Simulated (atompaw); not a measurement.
Pseudopotential generation for bromine (Br): PAW (atompaw), PBE, scalar-relativistic.

The input file (atompaw 4.2.0.5):

```
Br 35
GGA-PBE scalarrelativistic loggrid 1500 logderivrange -19 5 601
4 4 3 0 0 0
4 1 5
0 0 0
c
c
v
v
c
v
v
v
2
0.95 0.80 0.95 0.75
n
n
y
-2.45
n
custom rrkj vanderbiltortho gaussian
bessel
0.95
0.80
0.60
0.95
0.95
0.90
PWSCFOUT
UPFDX 0.0125d0 UPFXMIN -7.d0 UPFZMESH 35.d0
END
```

Command:

```bash
atompaw < Br.input > Br.log
```

The program printed (summary file):

```
Completed calculations for Br (AE)

 Exchange-correlation type: GGA, Perdew-Burke-Ernzerhof

 Radial integration grid is logarithmic
 r0 =   2.4221331E-04 h =   8.4774659E-03   n =      1500 rmax =   8.0000000E+01

 Scalar relativistic calculation

 AEatom converged in  34 iterations
   nz     =  35.00
   delta  =       4.326048723298E-16

 All Electron Orbital energies:
  n  l      occupancy      energy
  1  0      2.0000000E+00 -9.7886448E+02
  2  0      2.0000000E+00 -1.2738056E+02
  3  0      2.0000000E+00 -1.7498197E+01
  4  0      2.0000000E+00 -1.4798560E+00
  2  1      6.0000000E+00 -1.1234695E+02
  3  1      6.0000000E+00 -1.2751427E+01
  4  1      5.0000000E+00 -5.7767831E-01
  3  2      1.0000000E+01 -4.9036831E+00

 Total energy
   Total                    :    -5212.82551209475969

 ---
 Completed calculations for Br (SC)

 Exchange-correlation type: GGA, Perdew-Burke-Ernzerhof

 Radial integration grid is logarithmic
 r0 =   2.4221331E-04 h =   8.4774659E-03   n =      1500 rmax =   8.0000000E+01

 Scalar relativistic calculation

 SCatom converged in   2 iterations
   nz     =  35.00
   delta  =       9.382275687357E-17

 Valence Electron Orbital energies:
  n  l      occupancy      energy
   3  0      2.0000000E+00 -1.7498197E+01
   4  0      2.0000000E+00 -1.4798560E+00
   3  1      6.0000000E+00 -1.2751427E+01
   4  1      5.0000000E+00 -5.7767831E-01
   3  2      1.0000000E+01 -4.9036831E+00

 Total energy
   Total                    :    -5212.82551208801760
   Valence                  :     -947.41820467341449

 PAW parameters:
       lmax =            2
         rc =   0.95747038062581402
        irc =          978
   rc_shape =   0.80128661722843642
    rc_vloc =   0.95747038062581402
    rc_core =   0.75510587009837760
   Vloc: truncated form - Vps(r)=A.sin(qr)/r for r<rc
   Projector type: RRKJ pseudization + Vanderbilt ortho.
   Gaussian compensation charge shape with gausstol =   1.0000E-04

 Number of basis functions     6
 No.   n  nodes  l      Energy         Cp coeff         Occ
  1    3    2    0   -0.1749820E+02 -0.1742338E+00  0.2000000E+01
  2    4    3    0   -0.1479856E+01 -0.3032071E+01  0.2000000E+01
  3    3    1    1   -0.1275143E+02 -0.2137891E+00  0.6000000E+01
  4    4    2    1   -0.5776783E+00 -0.9474372E+00  0.5000000E+01
  5    3    0    2   -0.4903683E+01 -0.2401283E+01  0.1000000E+02
  6  999    1    2   -0.2450000E+01 -0.6252301E-03  0.0000000E+00

 Eigenvalues of overlap operator (in the basis of projectors):
    1        2.46210529E-03
    2        7.95696569E-02
    3        1.92636500E-01
    4        2.44119265E+01
    5        3.34838946E+01
    6        5.43581796E+01

 Orbital leakage outside PAW augmentation regions
   orb  is_core?  %out_of_sphere
   1 0    T          -0.00
   2 0    T           0.00
   3 0    F           3.98
   4 0    F          91.68
   2 1    T           0.00
   3 1    F           5.68
   4 1    F          95.47
   3 2    F          10.65

 Summary of PAW energies
   Total valence energy     :   -947.41826656482635
   Smooth energy            :   1059.01770748799618
   One center               :  -2006.43597405282253
   Smooth kinetic           :    305.70846386454144
   Vloc energy              :    285.07318519323223
   Smooth exch-corr         :    -48.76260480944436
   One-center xc            :   -135.41493227281353
```

The run took about 7.3 s on one core of a shared server CPU.
